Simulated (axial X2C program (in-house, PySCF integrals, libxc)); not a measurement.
# Curves of OPrS from open-shell CI on f(δφ)1 f(π)0

Calculated with an in-house all-electron X2C program for linear molecules (integrals from PySCF): two-component X2C with atomic mean-field Coulomb and Gaunt terms, basis O dyall-v3z, Pr dyall-v3z, S dyall-v3z (cores contracted in-house). Orbitals come from Hartree–Fock averaged over the configuration Pr f(δφ)1 f(π)0; CI then distributes these electrons over the f(δφ), f(π) shells of Pr.

Scan along the O–Pr bond with PrS moving as one mass, its bond held at 2.150 Å; masses O 15.995 u, Pr 140.908 u, S 31.972 u. Energies in cm⁻¹ from the lowest point; levels are followed by energy order within each Ω. Lowest level at 1.751 Å: 100% f(δφ)1.

```json
{"R (Å)": "1.628", "(1)Ω=5/2": "3000", "(1)Ω=3/2": "4082", "(1)Ω=7/2": "5570", "(2)Ω=5/2": "6047"}
{"R (Å)": "1.690", "(1)Ω=5/2": "702", "(1)Ω=3/2": "2017", "(1)Ω=7/2": "3256", "(2)Ω=5/2": "3975"}
{"R (Å)": "1.751", "(1)Ω=5/2": "0", "(1)Ω=3/2": "1513", "(1)Ω=7/2": "2545", "(2)Ω=5/2": "3470"}
{"R (Å)": "1.821", "(1)Ω=5/2": "626", "(1)Ω=3/2": "2332", "(1)Ω=7/2": "3166", "(2)Ω=5/2": "4293"}
{"R (Å)": "1.891", "(1)Ω=5/2": "2399", "(1)Ω=3/2": "4263", "(1)Ω=7/2": "4939", "(2)Ω=5/2": "6232"}
{"R (Å)": "1.970", "(1)Ω=5/2": "5408", "(1)Ω=3/2": "7413", "(1)Ω=7/2": "7950", "(2)Ω=5/2": "9394"}
{"R (Å)": "2.066", "(1)Ω=5/2": "10070", "(1)Ω=3/2": "12199", "(1)Ω=7/2": "12618", "(2)Ω=5/2": "14199"}
```

(1) Fit the curves (1)Ω=5/2, (1)Ω=3/2, (1)Ω=7/2, (2)Ω=5/2 near their minima.

Dynamic correlation is missing, so gaps between terms are too wide and other configurations may lie lower; the lowest level listed is that of this model, not necessarily the ground state. At most 6 roots were kept for each Ω > 0 (twice that for Ω = 0) within 3.5 eV of the lowest, so higher up levels can be missing between those listed; levels with Ω > 0 are doubly degenerate and listed once, Ω = 0 levels singly. Some active spinors are only partly of the character that their shell is named for, so the shell names and counts are nominal. States that fill the shells left empty in the average are placed too high. The molecule was held linear; bending was not examined.

## Answers

(1) From the open-shell CI curves, Te from the lowest:

```tsv
level	Te (cm⁻¹)	Re (Å)	ωe (cm⁻¹)
(1)Ω=5/2	0	1.754	844.5
(1)Ω=3/2	1508	1.745	852.1
(1)Ω=7/2	2544	1.755	845.6
(2)Ω=5/2	3465	1.745	853.8
```

Without dynamic correlation distances can be off by several hundredths of an Å (long for ionic bonds, short for multiple bonds) and the wavenumbers are rough.
